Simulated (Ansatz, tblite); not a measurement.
Adding an electron: the cluster Rb3⁺ (the lowest singlet isomer of a short search). The state is a singlet with charge 1. Geometry: B3LYP/def2-TZVP. Ansatz, gas phase; energy differences of separate SCF runs; the reduced species was run as a doublet alone.

```xyz
3

Rb   -2.1224    1.2103    1.2329
Rb    0.5330   -2.6424    0.4736
Rb    1.5894    1.4321   -1.7066
```

In the def2 sets Rb takes a core potential; there is no spin–orbit coupling. The xTB rows come from tblite. HOMO above LUMO, or a gap near zero within one spin, warns that the state may not be the lowest or that an electron is smeared out. The structure comes from a short search, and lower isomers may exist.

```tsv
level	−HOMO (eV)	−LUMO (eV)	vertical EA (eV)	HOMO–LUMO gap (eV)	remarks
GFN1-xTB	12.78	10.00	9.13	2.78	–
GFN2-xTB	9.95	8.15	5.58	1.80	–
r2SCAN/def2-TZVP	5.53	4.16	3.16	1.37	spin-contaminated (⟨S²⟩ 0.95) (doublet)
```

Task: Estimate the rows for PBE/def2-TZVP, PBE0/def2-TZVP.

Result: 
```
         level  −HOMO (eV)  −LUMO (eV)  vertical EA (eV)  HOMO–LUMO gap (eV)                                  remarks
 PBE/def2-TZVP        5.73        4.54              3.23                1.18  gap within one spin near zero (doublet)
PBE0/def2-TZVP        6.05        4.04              3.16                2.01                                        –
```

  Raw xTB energy differences between charge states are shifted by several eV; the methods need an empirical correction for them.
